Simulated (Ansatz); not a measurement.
Zr3O12H12, a hydroxylated oxide cluster. Charge 0, multiplicity 1. Geometry PBE-D4/def2-SVP, basis def2-TZVP, Ansatz.

```
atom   x (Å)   y (Å)   z (Å)
 Zr1   0.996   0.812  -1.518
 Zr2  -1.316   1.003   1.369
 Zr3   0.277  -2.134   0.447
  O4  -0.924   1.624   3.205
  O5  -3.171   0.293   1.335
  O6  -0.555  -1.087   2.018
  O7  -1.625   2.579   0.276
  O8   0.833   1.084   0.626
  O9   1.506  -3.182   1.512
 O10  -0.783  -0.367  -0.526
 O11  -0.891  -3.418  -0.410
 O12   1.668  -1.325  -0.848
 O13   0.067   2.576  -1.837
 O14   0.496   0.036  -3.247
 O15   2.910   1.231  -1.627
 H16  -1.041   2.418   3.747
 H17  -3.952   0.661   0.891
 H18  -0.422  -1.202   2.975
 H19  -1.081   2.858  -0.509
 H20   1.495   1.604   1.116
 H21   2.141  -3.648   2.071
 H22  -1.548  -0.602  -1.085
 H23  -1.362  -4.259  -0.480
 H24   2.632  -1.455  -0.849
 H25  -0.286   2.860  -2.697
 H26   0.325  -0.680  -3.874
 H27   3.610   1.719  -2.082
```

```tsv
run	HOMO (eV)	LUMO (eV)
A	-6.40	-1.28
B	-6.04	-1.46
C	-7.67	-0.57
D	-7.40	-0.83
E	-10.16	1.04
```

In the def2 sets Zr takes a core potential; there is no spin–orbit coupling. B3LYP takes the VWN-RPA correlation. Single mean-field runs in def2-TZVP are fitted with def2-universal-jkfit.

**Question.** The runs used B3LYP, PBE, PBE0, r2SCAN, ωB97X-V. Estimate which is which.

**Answer.** A r2SCAN (0 % exact exchange); B PBE (0 % exact exchange); C PBE0 (25 % exact exchange); D B3LYP (20 % exact exchange); E ωB97X-V (range-separated). Exact exchange lowers occupied and raises empty levels; among semilocal functionals meta-GGAs tend to open the gap a little, and such runs are hard to tell apart. The gap grows from 4.58 eV (PBE) to 11.19 eV (ωB97X-V).
